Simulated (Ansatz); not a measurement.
Relaxation of BrCl₂H₃Sn (7 atoms, charge 0, multiplicity 1), to a largest force component of 0.03 eV/Å in at most 50 steps.

Theory: Ansatz, RKS BHLYP-D4/def2-mTZVP.

```xyz
7
Properties=species:S:1:pos:R:3:forces:R:3
Sn -0.111 0.212 -0.079 -0.10 0.17 0.36
H 0.016 0.056 1.635 -0.09 0.16 -0.47
Cl 2.040 0.290 -0.949 0.01 -0.01 -0.02
H -0.949 1.566 -0.646 0.01 -0.02 0.00
Cl -1.191 -1.683 -0.873 0.00 -0.02 -0.03
Br 1.662 -2.652 1.669 -0.66 1.04 0.62
H 0.916 -1.471 2.205 0.83 -1.32 -0.45
```

Q: Where does it end, and by what steps?

A: The forces met the threshold. The force dipped under the threshold on the way, but the program's further checks kept it going. After 24 steps the energy has fallen by 0.236 eV; H7 moved furthest, 1.58 Å.

| step | energy less start (eV) | largest force component (eV/Å) | accepted |
| --- | --- | --- | --- |
| 0 | 0.0000 | 1.319 | yes |
| 1 | -0.1225 | 0.252 | yes |
| 2 | -0.1393 | 0.242 | yes |
| 3 | -0.1520 | 0.145 | yes |
| 4 | -0.1743 | 0.088 | yes |
| 5 | -0.1566 | 0.976 | no |
| 6 | -0.1830 | 0.067 | yes |
| 7 | -0.1900 | 0.072 | yes |
| 8 | -0.1945 | 0.377 | yes |
| 9 | -0.2072 | 0.066 | yes |
| 10 | -0.2110 | 0.030 | yes |
| 11 | -0.2087 | 0.500 | no |
| 12 | -0.2149 | 0.088 | yes |
| 13 | -0.2149 | 0.446 | yes |
| 14 | -0.2276 | 0.041 | yes |
| 15 | -0.2321 | 0.013 | yes |
| 16 | -0.1919 | 0.815 | no |
| 17 | -0.2329 | 0.069 | yes |
| 18 | -0.2297 | 0.268 | no |
| 19 | -0.2340 | 0.028 | yes |
| 20 | -0.2346 | 0.053 | yes |
| 21 | -0.2348 | 0.074 | yes |
| 22 | -0.2349 | 0.067 | yes |
| 23 | -0.2354 | 0.004 | yes |
| 24 | -0.2356 | 0.009 | yes |

```xyz
7
Properties=species:S:1:pos:R:3
Sn -0.237 0.440 -0.218
H -0.207 0.696 1.448
Cl 1.964 0.292 -0.981
H -1.014 1.582 -1.191
Cl -1.252 -1.618 -0.628
Br 1.954 -2.128 1.831
H 1.174 -2.945 2.700
```

Whether the end is a true minimum wasn't checked by a vibrational analysis.

Time of the run: 38 s on 4 threads of Intel(R) Xeon(R) 6975P-C (Granite Rapids) (shared host), peak memory 0.39 GiB.
